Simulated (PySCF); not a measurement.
## Working out the ionisation energy of Co⁺

Co⁺ [Ar] 3d8 (3F) → Co²⁺ [Ar] 3d7 (4F). Computed with PySCF 2.14 in aug-cc-pVDZ, with the non-relativistic Hamiltonian (point nucleus). Frozen: [Ar]. Energies in hartree (1 hartree = 27.21139 eV):

```csv
part,Co⁺ (lower),Co²⁺ (upper)
UHF,-1381.135031,-1380.605944
MP2 opposite-spin,-0.149258,-0.084099
MP2 same-spin,-0.094306,-0.067191
```

Task: What does Hartree-Fock give?

Result: (-1380.605944) − (-1381.135031) = 0.529087 hartree = 14.397 eV.

Task: What do MP2 and SCS-MP2 (6/5 opposite-spin, 1/3 same-spin) give?

Result: The opposite-spin parts differ by 1.773 eV and the same-spin parts by 0.738 eV. MP2: 14.397 + (1.773) + (0.738) = 16.908 eV. SCS-MP2: 14.397 + 1.2 × (1.773) + (0.738)/3 = 16.771 eV.

A first-order spin-orbit estimate adds -0.012 eV to MP2 (valence), giving 16.896 eV against 17.084 eV (measured; NIST Atomic Spectra Database, ionization energies).

The calculation is non-relativistic.

A double-zeta basis recovers only part of the correlation energy.

What remains against the reference includes basis incompleteness, the frozen core and correlation beyond second order.
